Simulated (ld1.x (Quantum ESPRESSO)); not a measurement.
Plane-wave convergence, TM potential for iodine (I)

```
Element                 : iodine (I)
Generator               : ld1.x (Quantum ESPRESSO) 7.5
Type                    : norm-conserving Troullier–Martins (Kleinman–Bylander form)
Functional              : PBE
Relativity              : fully relativistic
Frozen core             : [Kr] 4d10
Valence charge          : 7
Reference configuration : 5s2 5p4 (charge +1)
Partial waves           : 5p (bound): rc 2.64 bohr; 5d channel at 0.45 Ry: rc 2.72 bohr; 5s (bound): rc 2.00 bohr
Local potential         : the s channel
Core correction         : Bessel-smoothed model core inside 0.70 bohr
```

Open shells are filled in proportion to 2j + 1 (rel_dist='average').

The pseudo-atom Hamiltonian at the reference potential is diagonalised in spherical Bessel functions j_l(qr) that vanish at 20 bohr, with q² up to the cutoff. All-electron valence levels (Ry): 5p1/2 -1.1857, 5p3/2 -1.1018, 5s -1.9276.

Question: How do the lowest levels (Ry) of each channel move with the cutoff, and are there ghosts?

Answer:

```
cutoff (Ry)  p1/2 #1  p3/2 #1  p3/2 #2  d3/2 #1  d3/2 #2  d5/2 #1  d5/2 #2     s #1     s #2     f #1    f #2  Σ f·Δε (mRy)
          8  -1.1732  -1.0909  -0.2323  -0.2976  -0.0882  -0.2933  -0.0873  -1.8574  -0.3710  -0.0548  0.0349         186.2
         10  -1.1777  -1.0951  -0.2329  -0.2977  -0.0882  -0.2933  -0.0873  -1.8955  -0.3786  -0.0548  0.0348          92.9
         15  -1.1852  -1.1014  -0.2342  -0.2977  -0.0882  -0.2933  -0.0873  -1.9148  -0.3835  -0.0548  0.0348          27.7
         18  -1.1855  -1.1015  -0.2343  -0.2977  -0.0882  -0.2934  -0.0873  -1.9153  -0.3836  -0.0548  0.0348          25.7
         21  -1.1855  -1.1015  -0.2343  -0.2977  -0.0882  -0.2934  -0.0873  -1.9176  -0.3838  -0.0548  0.0348          21.2
         30  -1.1857  -1.1018  -0.2343  -0.2977  -0.0882  -0.2934  -0.0874  -1.9252  -0.3849  -0.0548  0.0347           5.0
         35  -1.1857  -1.1018  -0.2343  -0.2977  -0.0882  -0.2934  -0.0874  -1.9269  -0.3852  -0.0549  0.0347           1.5
         40  -1.1857  -1.1018  -0.2343  -0.2977  -0.0882  -0.2934  -0.0874  -1.9271  -0.3852  -0.0549  0.0347           1.1
         45  -1.1857  -1.1018  -0.2343  -0.2977  -0.0882  -0.2934  -0.0874  -1.9271  -0.3853  -0.0549  0.0347           1.0
         55  -1.1857  -1.1018  -0.2343  -0.2977  -0.0882  -0.2934  -0.0874  -1.9274  -0.3853  -0.0549  0.0347           0.4
         60  -1.1857  -1.1018  -0.2343  -0.2977  -0.0882  -0.2934  -0.0874  -1.9275  -0.3853  -0.0549  0.0347           0.2
        400  -1.1857  -1.1018  -0.2343  -0.2977  -0.0882  -0.2934  -0.0874  -1.9276  -0.3853  -0.0549  0.0347           0.0
```

Result: no extra level below or beside the all-electron valence levels (p1/2, p3/2, d3/2, d5/2, s, f tested); 10 mRy is reached at 30 Ry and 1 mRy at 50 Ry.
